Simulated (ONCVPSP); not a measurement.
## Mn: one change to an ONCV potential, before and after

Mn (Z = 25), optimised norm-conserving Vanderbilt (ONCV), made with ONCVPSP 4.0.1 (LDA (Perdew-Zunger), scalar-relativistic). Core [Ar], reference 3d5 4s1.5 4p0.5. Waves: 4s: rc 2.35 bohr, ncon 3, nbas 7, qcut 2.9 1/bohr, 1 projector; 4p: rc 3.25 bohr, ncon 4, nbas 8, qcut 2.9 1/bohr, 1 projector; 3d: rc 1.60 bohr, ncon 4, nbas 8, qcut 10 1/bohr, 2 projectors, debl 2 Ha. Local part: polynomial inside 1.40 bohr (lpopt 5, dvloc0 0 Ha). Core correction: Teter function, fcfact 5.25, rcfact 1.35.

Change: d: qcut 13.9.

Cutoffs: the cutoffs (Ha) at which the residual kinetic energy of the hardest occupied pseudo-wave falls to 1 and 0.1 mHa per electron; they do not see the model core or the augmentation charge, which bear on the density cutoff. Errors are all-electron minus pseudo energies relative to the spin-unpolarised reference configuration.

Question: What does the change do?

Answer: The potential gets harder (38 Ha and 43 Ha → 56 Ha and 65 Ha); both files keep a bound ghost (s); of the 4 tests that both files solve, the error grows in 2 and shrinks in 1 by more than 15 % and 0.3 meV (median size 3.9 → 3.2 meV). The waves are optimised to have the least kinetic energy above qcut, so the cutoff follows it (qcut²/2 in Ha).

| quantity | base | changed |
| --- | --- | --- |
| cutoff, loose | 38 Ha | 56 Ha |
| cutoff, tight | 43 Ha | 65 Ha |
| loose cutoff by channel | s 3.7 Ha, p 1.2 Ha, d 38 Ha | s 3.7 Ha, p 1.2 Ha, d 56 Ha |
| bound ghosts | s | s |
| GHOST(+) flags under 300 eV | p at 18.7 eV | p at 18.7 eV |
| error for 3d5 4s2 4p0, meV [ΔE -1.93 eV] | -0.3 | -0.4 |
| error for 3d5 4s1 4p0, meV [ΔE 6.72 eV] | -4.0 | -4.7 |
| error for 3d5 4s0 4p0, meV [ΔE 22.60 eV] | -33 | -40 |
| error for 3d5 4s0 4p1, meV [ΔE 11.54 eV] | +3.8 | +1.6 |
| s: phases at 2.38 bohr within 0.05 rad from the reference energy up to (Ha; the scan ends near 5) | 1.8 | 1.8 |
| p: phases at 3.29 bohr within 0.05 rad from the reference energy up to (Ha; the scan ends near 5) | 0.4 | 0.4 |
| d: phases at 1.63 bohr within 0.05 rad from the reference energy up to (Ha; the scan ends near 5) | to the end of the scan | to the end of the scan |
| rms error of d²Exc/dni dnj with the model core, mHa | 4.60 | 4.90 |

 A true bound ghost makes a file unfit for plane-wave use even where its test errors are small: the radial tests pick states by their node count and pass the ghost by.
